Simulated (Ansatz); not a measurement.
Zn₂Te, relaxed as a singlet with RKS PBE-D4/def2-TZVP in Ansatz, starting from the GFN1-xTB geometry. Force threshold 0.02 eV/Å.

In the def2 sets Te takes a core potential; there is no spin–orbit coupling. The order of the spin states hangs on the level: the triplet lies 0.16 eV below the singlet at PBE0-D4/def2-TZVP, but 0.12 eV above it at PBE-D4/def2-TZVP. The structure comes from a short search, and lower isomers may exist.

Start:

```xyz
3

Zn    0.4251    1.4349    1.9364
Zn   -0.4200   -1.4368   -1.9368
Te   -0.0050    0.0020    0.0004
```

```tsv
step	energy (eV)	largest force component (eV/Å)	SCF passes
1	-104119.0163	0.704	21
2	-104119.0877	0.008	23
```

Force components are those of the run's own axes.

End:

Cartesian coordinates in Å:
```
Zn 0.442 1.495 2.017
Zn -0.438 -1.496 -2.017
Te -0.004 0.002 0.000
```

By distances, no bond broke or formed. The bond that changes most is Zn1–Te3, from 2.45 to 2.55 Å (atoms count from 1).

No frequencies were taken in this run, so the end may be a saddle point.

Run time 2.2 s (4 threads of Arm Neoverse V1 on a shared host).
